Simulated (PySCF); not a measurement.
# Correlation energy of Ni(11+) (nickel, charge +11)

[Ne] 3s2 3p5, 2P determinant. Calculation: PySCF 2.14, in an even-tempered Gaussian basis (17 s from 0.59 bohr⁻², ratio 2.5; 12 p from 0.76 bohr⁻², ratio 2.5; 5 d from 5.6 bohr⁻², ratio 2.7; 4 f from 8.4 bohr⁻², ratio 2.7); the non-relativistic Hamiltonian (point nucleus). Frozen: 1s2; 15 electrons correlated; the 20 highest virtual orbitals of each spin left out.

MP2 pair energies summed by pair of shells (mhartree):

| pair | energy | share (%) |
| --- | --- | --- |
| 2p-2p | -184.96 | 33.8 |
| 3p-3p | -114.41 | 20.9 |
| 2p-3p | -79.43 | 14.5 |
| 2s-2p | -54.09 | 9.9 |
| 3s-3p | -53.70 | 9.8 |
| 2p-3s | -20.68 | 3.8 |
| 2s-3p | -14.89 | 2.7 |
| 2s-2s | -10.04 | 1.8 |
| 3s-3s | -9.32 | 1.7 |
| 2s-3s | -5.04 | 0.9 |

Total MP2 correlation energy: -546.57 mhartree.

Same-spin part -147.99 and opposite-spin part -398.58 mhartree; SCS-MP2 scales them by 1/3 and 6/5 to -527.63 mhartree.
